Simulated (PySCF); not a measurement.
# Computed records: BH4Si, CH2BCl, CH2BF

Computed with PySCF 2.14.0. Calculation on a computer-drawn molecule: vertical ionisation energy to the stated ion spin, frozen-core CCSD(T) at the basis limit and cheaper methods, single-reference cases, UHF for radicals, no spin-orbit; all values are single points at the evaluated structure, the first of each entry, which is the reference or a displaced copy of it and isn't optimised; the reference structure only sets the zero of the energies above reference; triples share is (T) over the correlation energy.

Common to all runs: multiplicity 1; ion multiplicity 2; diffuse functions no; reference is the Hartree-Fock double-zeta minimum; best is HF at quadruple zeta + MP2 correlation extrapolated from triple and quadruple zeta + CCSD(T) minus MP2 at triple zeta; basis step is the size of the change from the same recipe one zeta lower.

(1) BH4Si

Evaluated structure:
```xyz
6
BH4Si
B     -1.6094    -2.0972    -1.7185
Si    -1.7794    -0.1666    -1.1020
H     -2.5928    -2.6523    -2.0927
H     -0.5326    -2.6014    -1.6823
H     -2.0685     0.1946     0.2902
H     -1.6218     0.9710    -2.0147
```

Reference structure:
```xyz
6
BH4Si
B     -1.6094    -2.0972    -1.7185
Si    -1.7794    -0.1666    -1.1020
H     -2.5928    -2.6523    -2.0927
H     -0.5326    -2.6014    -1.6823
H     -2.0685     0.1946     0.2902
H     -1.6218     0.9710    -2.0147
```

It was run with charge 1 and basis cc-pV(n+d)Z.

The calculation gives: ionisation energy best 18 eV; ionisation energy basis step 0.03488 eV; energy above reference best 0 kcal/mol; energy above reference basis step 0 kcal/mol; ionisation energy Koopmans at triple zeta 18.13 eV; ionisation energy EOM CCSD at triple zeta 17.96 eV; total energy HF triple zeta -315.6292 hartree; total energy CCSD(T) triple zeta -315.8647 hartree; total energy best -315.8924 hartree; T1 diagnostic at triple zeta 0.01186; D1 diagnostic at triple zeta 0.02298; ion T1 diagnostic at triple zeta 0.0178; ion D1 diagnostic at triple zeta 0.04688; ion spin squared at triple zeta 0.7685; triples share at triple zeta 0.02582; basis functions triple zeta 125.

Drawn bonds:
| atom | other atom | order |
| --- | --- | --- |
| 1 | 2 | 1 |
| 1 | 3 | 1 |
| 1 | 4 | 1 |
| 2 | 5 | 1 |
| 2 | 6 | 1 |

Triple zeta:
| method | ionisation energy (eV) | energy above reference (kcal/mol) |
| --- | --- | --- |
| HF | 17.07 | 0 |
| PBE | 17.58 | 0 |
| r2SCAN | 17.66 | 0 |
| B3LYP | 17.77 | 0 |
| wB97X | 17.81 | 0 |
| MP2 | 17.88 | 0 |
| CCSD | 17.88 | 0 |
| CCSD(T) | 17.9 | 0 |

(2) CH2BCl

Evaluated structure:
```xyz
5
CH2BCl
C     -1.5478    -0.8008    -0.4004
B     -2.0118     0.3526    -0.9995
Cl    -2.5832     1.7725    -1.7369
H     -0.4899    -1.0323    -0.3563
H     -2.2234    -1.5192     0.0489
```

Reference structure:
```xyz
5
CH2BCl
C     -1.5478    -0.8008    -0.4004
B     -2.0118     0.3526    -0.9995
Cl    -2.5832     1.7725    -1.7369
H     -0.4899    -1.0323    -0.3563
H     -2.2234    -1.5192     0.0489
```

Settings of this run: charge 0 and basis cc-pV(n+d)Z.

Results for CH2BCl: ionisation energy best 9.061 eV; ionisation energy basis step 0.05929 eV; energy above reference best 0 kcal/mol; energy above reference basis step 0 kcal/mol; ionisation energy Koopmans at triple zeta 8.965 eV; ionisation energy EOM CCSD at triple zeta 8.993 eV; total energy HF triple zeta -523.2351 hartree; total energy CCSD(T) triple zeta -523.7306 hartree; total energy best -523.7990 hartree; T1 diagnostic at triple zeta 0.01298; D1 diagnostic at triple zeta 0.03633; ion T1 diagnostic at triple zeta 0.01749; ion D1 diagnostic at triple zeta 0.06493; ion spin squared at triple zeta 0.7572; triples share at triple zeta 0.04445; basis functions triple zeta 127; dipole magnitude HF at triple zeta 0.6724 debye; dipole magnitude CCSD unrelaxed at triple zeta 0.6312 debye; dipole magnitude PBE at triple zeta 0.6344 debye; dipole magnitude r2SCAN at triple zeta 0.6364 debye; dipole magnitude B3LYP at triple zeta 0.6408 debye; dipole magnitude wB97X at triple zeta 0.6506 debye.

Drawn bonds:
| atom | other atom | order |
| --- | --- | --- |
| 1 | 2 | 2 |
| 2 | 3 | 1 |
| 1 | 4 | 1 |
| 1 | 5 | 1 |

Triple zeta:
| method | ionisation energy (eV) | energy above reference (kcal/mol) |
| --- | --- | --- |
| HF | 7.579 | 0 |
| PBE | 8.859 | 0 |
| r2SCAN | 8.746 | 0 |
| B3LYP | 8.889 | 0 |
| wB97X | 8.856 | 0 |
| MP2 | 8.94 | 0 |
| CCSD | 8.816 | 0 |
| CCSD(T) | 8.906 | 0 |

(3) CH2BCl

Evaluated structure:
```xyz
5
CH2BCl
C     -1.5479    -0.7999    -0.4029
B     -2.0194     0.3534    -1.0044
Cl    -2.5862     1.7759    -1.7400
H     -0.4959    -1.0318    -0.3584
H     -2.2260    -1.5222     0.0471
```

Reference structure:
```xyz
5
CH2BCl
C     -1.5478    -0.8008    -0.4004
B     -2.0118     0.3526    -0.9995
Cl    -2.5832     1.7725    -1.7369
H     -0.4899    -1.0323    -0.3563
H     -2.2234    -1.5192     0.0489
```

It was run with charge 0 and basis cc-pV(n+d)Z.

The calculation gives: ionisation energy best 9.049 eV; ionisation energy basis step 0.05924 eV; energy above reference best 0.008019 kcal/mol; energy above reference basis step 0.01558 kcal/mol; ionisation energy Koopmans at triple zeta 8.949 eV; ionisation energy EOM CCSD at triple zeta 8.981 eV; total energy HF triple zeta -523.2350 hartree; total energy CCSD(T) triple zeta -523.7307 hartree; total energy best -523.7990 hartree; T1 diagnostic at triple zeta 0.01301; D1 diagnostic at triple zeta 0.03636; ion T1 diagnostic at triple zeta 0.01746; ion D1 diagnostic at triple zeta 0.06455; ion spin squared at triple zeta 0.7572; triples share at triple zeta 0.04449; basis functions triple zeta 127; dipole magnitude HF at triple zeta 0.6844 debye; dipole magnitude CCSD unrelaxed at triple zeta 0.641 debye; dipole magnitude PBE at triple zeta 0.645 debye; dipole magnitude r2SCAN at triple zeta 0.6474 debye; dipole magnitude B3LYP at triple zeta 0.6517 debye; dipole magnitude wB97X at triple zeta 0.6624 debye.

Drawn bonds:
| atom | other atom | order |
| --- | --- | --- |
| 1 | 2 | 2 |
| 2 | 3 | 1 |
| 1 | 4 | 1 |
| 1 | 5 | 1 |

Triple zeta:
| method | ionisation energy (eV) | energy above reference (kcal/mol) |
| --- | --- | --- |
| HF | 7.564 | 0.05024 |
| PBE | 8.848 | 0.00739 |
| r2SCAN | 8.734 | 0.02879 |
| B3LYP | 8.877 | 0.03517 |
| wB97X | 8.843 | 0.04455 |
| MP2 | 8.927 | 0.00546 |
| CCSD | 8.803 | 0.006973 |
| CCSD(T) | 8.893 | -0.01018 |

(4) CH2BCl

Evaluated structure:
```xyz
5
CH2BCl
C     -1.5372    -0.7978    -0.3999
B     -2.0563     0.4191    -1.0411
Cl    -2.6087     1.8312    -1.7948
H     -0.4725    -1.0543    -0.3379
H     -2.2201    -1.5125     0.0561
```

Reference structure:
```xyz
5
CH2BCl
C     -1.5478    -0.8008    -0.4004
B     -2.0118     0.3526    -0.9995
Cl    -2.5832     1.7725    -1.7369
H     -0.4899    -1.0323    -0.3563
H     -2.2234    -1.5192     0.0489
```

Settings of this run: charge 0 and basis cc-pV(n+d)Z.

Results for CH2BCl: ionisation energy best 8.754 eV; ionisation energy basis step 0.0581 eV; energy above reference best 3.737 kcal/mol; energy above reference basis step 0.3501 kcal/mol; ionisation energy Koopmans at triple zeta 8.573 eV; ionisation energy EOM CCSD at triple zeta 8.689 eV; total energy HF triple zeta -523.2264 hartree; total energy CCSD(T) triple zeta -523.7254 hartree; total energy best -523.7930 hartree; T1 diagnostic at triple zeta 0.01395; D1 diagnostic at triple zeta 0.03683; ion T1 diagnostic at triple zeta 0.01699; ion D1 diagnostic at triple zeta 0.0564; ion spin squared at triple zeta 0.7575; triples share at triple zeta 0.04592; basis functions triple zeta 127; dipole magnitude HF at triple zeta 0.9911 debye; dipole magnitude CCSD unrelaxed at triple zeta 0.8758 debye; dipole magnitude PBE at triple zeta 0.9023 debye; dipole magnitude r2SCAN at triple zeta 0.9167 debye; dipole magnitude B3LYP at triple zeta 0.9184 debye; dipole magnitude wB97X at triple zeta 0.9529 debye.

Drawn bonds:
| atom | other atom | order |
| --- | --- | --- |
| 1 | 2 | 2 |
| 2 | 3 | 1 |
| 1 | 4 | 1 |
| 1 | 5 | 1 |

Triple zeta:
| method | ionisation energy (eV) | energy above reference (kcal/mol) |
| --- | --- | --- |
| HF | 7.2 | 5.436 |
| PBE | 8.568 | 3.411 |
| r2SCAN | 8.433 | 4.273 |
| B3LYP | 8.576 | 4.453 |
| wB97X | 8.518 | 4.771 |
| MP2 | 8.619 | 3.781 |
| CCSD | 8.49 | 3.861 |
| CCSD(T) | 8.596 | 3.304 |

(5) CH2BF

Evaluated structure:
```xyz
5
CH2BF
C     -0.2744    -0.9719    -1.1713
B     -0.6322    -0.0307    -2.0654
F     -1.0679     0.8039    -2.9040
H      0.8064    -1.2083    -1.0236
H     -0.9240    -1.5951    -0.5495
```

Reference structure:
```xyz
5
CH2BF
C     -0.2585    -1.0104    -1.1686
B     -0.6693    -0.0546    -2.0755
F     -1.0518     0.8355    -2.9198
H      0.7922    -1.2121    -1.0028
H     -0.9752    -1.5865    -0.5972
```

It was run with charge 0 and basis cc-pVnZ.

The calculation gives: ionisation energy best 9.31 eV; ionisation energy basis step 0.04076 eV; energy above reference best 2.356 kcal/mol; energy above reference basis step 0.3215 kcal/mol; ionisation energy Koopmans at triple zeta 9.179 eV; ionisation energy EOM CCSD at triple zeta 9.213 eV; total energy HF triple zeta -163.2036 hartree; total energy CCSD(T) triple zeta -163.7406 hartree; total energy best -163.8224 hartree; T1 diagnostic at triple zeta 0.01331; D1 diagnostic at triple zeta 0.03762; ion T1 diagnostic at triple zeta 0.01537; ion D1 diagnostic at triple zeta 0.04654; ion spin squared at triple zeta 0.757; triples share at triple zeta 0.03548; basis functions triple zeta 118; dipole magnitude HF at triple zeta 0.4901 debye; dipole magnitude CCSD unrelaxed at triple zeta 0.4726 debye; dipole magnitude PBE at triple zeta 0.4751 debye; dipole magnitude r2SCAN at triple zeta 0.4912 debye; dipole magnitude B3LYP at triple zeta 0.4592 debye; dipole magnitude wB97X at triple zeta 0.5388 debye.

Drawn bonds:
| atom | other atom | order |
| --- | --- | --- |
| 1 | 2 | 2 |
| 2 | 3 | 1 |
| 1 | 4 | 1 |
| 1 | 5 | 1 |

Triple zeta:
| method | ionisation energy (eV) | energy above reference (kcal/mol) |
| --- | --- | --- |
| HF | 7.842 | 1.966 |
| PBE | 9.142 | 2.302 |
| r2SCAN | 9.007 | 2.065 |
| B3LYP | 9.184 | 2.07 |
| wB97X | 9.09 | 2.178 |
| MP2 | 9.149 | 2.645 |
| CCSD | 9.065 | 2.502 |
| CCSD(T) | 9.153 | 2.658 |

(6) CH2BF

Evaluated structure:
```xyz
5
CH2BF
C     -0.2686    -1.0292    -1.1993
B     -0.6886    -0.0456    -2.0847
F     -1.0351     0.8398    -2.9567
H      1.0040    -1.2529    -0.9581
H     -0.9668    -1.5417    -0.6184
```

Reference structure:
```xyz
5
CH2BF
C     -0.2585    -1.0104    -1.1686
B     -0.6693    -0.0546    -2.0755
F     -1.0518     0.8355    -2.9198
H      0.7922    -1.2121    -1.0028
H     -0.9752    -1.5865    -0.5972
```

Settings of this run: charge 0 and basis cc-pVnZ.

Results for CH2BF: ionisation energy best 9.225 eV; ionisation energy basis step 0.04078 eV; energy above reference best 15.61 kcal/mol; energy above reference basis step 0.05133 kcal/mol; ionisation energy Koopmans at triple zeta 9.12 eV; ionisation energy EOM CCSD at triple zeta 9.133 eV; total energy HF triple zeta -163.1783 hartree; total energy CCSD(T) triple zeta -163.7202 hartree; total energy best -163.8013 hartree; T1 diagnostic at triple zeta 0.01406; D1 diagnostic at triple zeta 0.03893; ion T1 diagnostic at triple zeta 0.01632; ion D1 diagnostic at triple zeta 0.04732; ion spin squared at triple zeta 0.7603; triples share at triple zeta 0.03687; basis functions triple zeta 118; dipole magnitude HF at triple zeta 0.4683 debye; dipole magnitude CCSD unrelaxed at triple zeta 0.4119 debye; dipole magnitude PBE at triple zeta 0.4267 debye; dipole magnitude r2SCAN at triple zeta 0.445 debye; dipole magnitude B3LYP at triple zeta 0.4147 debye; dipole magnitude wB97X at triple zeta 0.5094 debye.

Drawn bonds:
| atom | other atom | order |
| --- | --- | --- |
| 1 | 2 | 2 |
| 2 | 3 | 1 |
| 1 | 4 | 1 |
| 1 | 5 | 1 |

Triple zeta:
| method | ionisation energy (eV) | energy above reference (kcal/mol) |
| --- | --- | --- |
| HF | 7.735 | 17.85 |
| PBE | 9.048 | 14.32 |
| r2SCAN | 8.91 | 15.59 |
| B3LYP | 9.089 | 15.55 |
| wB97X | 8.989 | 16.18 |
| MP2 | 9.062 | 16.25 |
| CCSD | 8.972 | 15.92 |
| CCSD(T) | 9.066 | 15.49 |

(7) CH2BF

Evaluated structure:
```xyz
5
CH2BF
C     -0.2491    -1.0263    -1.1625
B     -0.6766    -0.0245    -2.0731
F     -1.0291     0.8595    -2.9562
H      0.8000    -1.2052    -1.0143
H     -0.9708    -1.6198    -0.5938
```

Reference structure:
```xyz
5
CH2BF
C     -0.2585    -1.0104    -1.1686
B     -0.6693    -0.0546    -2.0755
F     -1.0518     0.8355    -2.9198
H      0.7922    -1.2121    -1.0028
H     -0.9752    -1.5865    -0.5972
```

It was run with charge 0 and basis cc-pVnZ.

It finds ionisation energy best 9.178 eV; ionisation energy basis step 0.04194 eV; energy above reference best 0.9814 kcal/mol; energy above reference basis step 0.2354 kcal/mol; ionisation energy Koopmans at triple zeta 8.96 eV; ionisation energy EOM CCSD at triple zeta 9.09 eV; total energy HF triple zeta -163.2039 hartree; total energy CCSD(T) triple zeta -163.7437 hartree; total energy best -163.8246 hartree; T1 diagnostic at triple zeta 0.01411; D1 diagnostic at triple zeta 0.03869; ion T1 diagnostic at triple zeta 0.01604; ion D1 diagnostic at triple zeta 0.04705; ion spin squared at triple zeta 0.7568; triples share at triple zeta 0.03649; basis functions triple zeta 118; dipole magnitude HF at triple zeta 0.4729 debye; dipole magnitude CCSD unrelaxed at triple zeta 0.449 debye; dipole magnitude PBE at triple zeta 0.4827 debye; dipole magnitude r2SCAN at triple zeta 0.4986 debye; dipole magnitude B3LYP at triple zeta 0.4543 debye; dipole magnitude wB97X at triple zeta 0.5528 debye.

Drawn bonds:
| atom | other atom | order |
| --- | --- | --- |
| 1 | 2 | 2 |
| 2 | 3 | 1 |
| 1 | 4 | 1 |
| 1 | 5 | 1 |

Triple zeta:
| method | ionisation energy (eV) | energy above reference (kcal/mol) |
| --- | --- | --- |
| HF | 7.672 | 1.806 |
| PBE | 9.017 | 0.7158 |
| r2SCAN | 8.871 | 1.222 |
| B3LYP | 9.049 | 1.265 |
| wB97X | 8.943 | 1.294 |
| MP2 | 9.009 | 0.8973 |
| CCSD | 8.925 | 0.9665 |
| CCSD(T) | 9.02 | 0.7157 |

(8) CH2BF

Evaluated structure:
```xyz
5
CH2BF
C     -0.2491    -1.0263    -1.1625
B     -0.6766    -0.0245    -2.0731
F     -1.0896     1.0113    -3.1079
H      0.8000    -1.2052    -1.0143
H     -0.9708    -1.6198    -0.5938
```

Reference structure:
```xyz
5
CH2BF
C     -0.2585    -1.0104    -1.1686
B     -0.6693    -0.0546    -2.0755
F     -1.0518     0.8355    -2.9198
H      0.7922    -1.2121    -1.0028
H     -0.9752    -1.5865    -0.5972
```

It was run with charge 0 and basis cc-pVnZ.

It finds ionisation energy best 9.757 eV; ionisation energy basis step 0.05092 eV; energy above reference best 22.26 kcal/mol; energy above reference basis step 1.311 kcal/mol; ionisation energy Koopmans at triple zeta 9.543 eV; ionisation energy EOM CCSD at triple zeta 9.709 eV; total energy HF triple zeta -163.1617 hartree; total energy CCSD(T) triple zeta -163.7103 hartree; total energy best -163.7907 hartree; T1 diagnostic at triple zeta 0.01631; D1 diagnostic at triple zeta 0.04576; ion T1 diagnostic at triple zeta 0.02053; ion D1 diagnostic at triple zeta 0.06381; ion spin squared at triple zeta 0.7565; triples share at triple zeta 0.0386; basis functions triple zeta 118; dipole magnitude HF at triple zeta 0.9322 debye; dipole magnitude CCSD unrelaxed at triple zeta 0.8255 debye; dipole magnitude PBE at triple zeta 0.7151 debye; dipole magnitude r2SCAN at triple zeta 0.7452 debye; dipole magnitude B3LYP at triple zeta 0.8059 debye; dipole magnitude wB97X at triple zeta 0.7416 debye.

Drawn bonds:
| atom | other atom | order |
| --- | --- | --- |
| 1 | 2 | 2 |
| 2 | 3 | 1 |
| 1 | 4 | 1 |
| 1 | 5 | 1 |

Triple zeta:
| method | ionisation energy (eV) | energy above reference (kcal/mol) |
| --- | --- | --- |
| HF | 8.268 | 28.26 |
| PBE | 9.537 | 19.86 |
| r2SCAN | 9.411 | 22.72 |
| B3LYP | 9.598 | 22.48 |
| wB97X | 9.5 | 22.57 |
| MP2 | 9.586 | 22.23 |
| CCSD | 9.508 | 22.89 |
| CCSD(T) | 9.594 | 21.72 |

(9) CH2BF

Evaluated structure:
```xyz
5
CH2BF
C     -0.2491    -1.0263    -1.1625
B     -0.6766    -0.0245    -2.0731
F     -1.1556     1.1768    -3.2732
H      0.8000    -1.2052    -1.0143
H     -0.9708    -1.6198    -0.5938
```

Reference structure:
```xyz
5
CH2BF
C     -0.2585    -1.0104    -1.1686
B     -0.6693    -0.0546    -2.0755
F     -1.0518     0.8355    -2.9198
H      0.7922    -1.2121    -1.0028
H     -0.9752    -1.5865    -0.5972
```

It was run with charge 0 and basis cc-pVnZ.

It finds ionisation energy best 10.22 eV; ionisation energy basis step 0.1177 eV; energy above reference best 58.91 kcal/mol; energy above reference basis step 1.651 kcal/mol; ionisation energy Koopmans at triple zeta 10.06 eV; ionisation energy EOM CCSD at triple zeta 10.21 eV; total energy HF triple zeta -163.0936 hartree; total energy CCSD(T) triple zeta -163.6508 hartree; total energy best -163.7323 hartree; T1 diagnostic at triple zeta 0.01864; D1 diagnostic at triple zeta 0.04893; ion T1 diagnostic at triple zeta 0.03612; ion D1 diagnostic at triple zeta 0.114; ion spin squared at triple zeta 0.8361; triples share at triple zeta 0.04104; basis functions triple zeta 118; dipole magnitude HF at triple zeta 2.252 debye; dipole magnitude CCSD unrelaxed at triple zeta 1.936 debye; dipole magnitude PBE at triple zeta 1.808 debye; dipole magnitude r2SCAN at triple zeta 1.89 debye; dipole magnitude B3LYP at triple zeta 1.951 debye; dipole magnitude wB97X at triple zeta 1.941 debye.

Drawn bonds:
| atom | other atom | order |
| --- | --- | --- |
| 1 | 2 | 2 |
| 2 | 3 | 1 |
| 1 | 4 | 1 |
| 1 | 5 | 1 |

Triple zeta:
| method | ionisation energy (eV) | energy above reference (kcal/mol) |
| --- | --- | --- |
| HF | 8.712 | 70.98 |
| PBE | 9.95 | 54.95 |
| r2SCAN | 9.846 | 59.88 |
| B3LYP | 10.03 | 59.48 |
| wB97X | 9.954 | 60.08 |
| MP2 | 10.27 | 60.11 |
| CCSD | 9.936 | 61.29 |
| CCSD(T) | 10.03 | 59.05 |

(10) CH2BF

Evaluated structure:
```xyz
5
CH2BF
C     -0.3071    -1.0513    -1.3030
B     -0.7255    -0.1292    -2.1000
F     -1.2291     0.8491    -2.8765
H      0.7885    -1.1768    -1.0302
H     -1.1075    -1.5763    -0.4862
```

Reference structure:
```xyz
5
CH2BF
C     -0.2585    -1.0104    -1.1686
B     -0.6693    -0.0546    -2.0755
F     -1.0518     0.8355    -2.9198
H      0.7922    -1.2121    -1.0028
H     -0.9752    -1.5865    -0.5972
```

Here we set charge 0 and basis cc-pVnZ.

Results for CH2BF: ionisation energy best 9.749 eV; ionisation energy basis step 0.04236 eV; energy above reference best 19.13 kcal/mol; energy above reference basis step 0.05754 kcal/mol; ionisation energy Koopmans at triple zeta 9.762 eV; ionisation energy EOM CCSD at triple zeta 9.66 eV; total energy HF triple zeta -163.1718 hartree; total energy CCSD(T) triple zeta -163.7139 hartree; total energy best -163.7957 hartree; T1 diagnostic at triple zeta 0.01391; D1 diagnostic at triple zeta 0.04; ion T1 diagnostic at triple zeta 0.01745; ion D1 diagnostic at triple zeta 0.0563; ion spin squared at triple zeta 0.7596; triples share at triple zeta 0.03647; basis functions triple zeta 118; dipole magnitude HF at triple zeta 0.3803 debye; dipole magnitude CCSD unrelaxed at triple zeta 0.3469 debye; dipole magnitude PBE at triple zeta 0.3369 debye; dipole magnitude r2SCAN at triple zeta 0.3428 debye; dipole magnitude B3LYP at triple zeta 0.3572 debye; dipole magnitude wB97X at triple zeta 0.3377 debye.

Drawn bonds:
| atom | other atom | order |
| --- | --- | --- |
| 1 | 2 | 2 |
| 2 | 3 | 1 |
| 1 | 4 | 1 |
| 1 | 5 | 1 |

Triple zeta:
| method | ionisation energy (eV) | energy above reference (kcal/mol) |
| --- | --- | --- |
| HF | 8.316 | 21.95 |
| PBE | 9.534 | 17.01 |
| r2SCAN | 9.42 | 18.37 |
| B3LYP | 9.604 | 18.15 |
| wB97X | 9.522 | 18.76 |
| MP2 | 9.595 | 19.8 |
| CCSD | 9.509 | 19.73 |
| CCSD(T) | 9.589 | 19.43 |
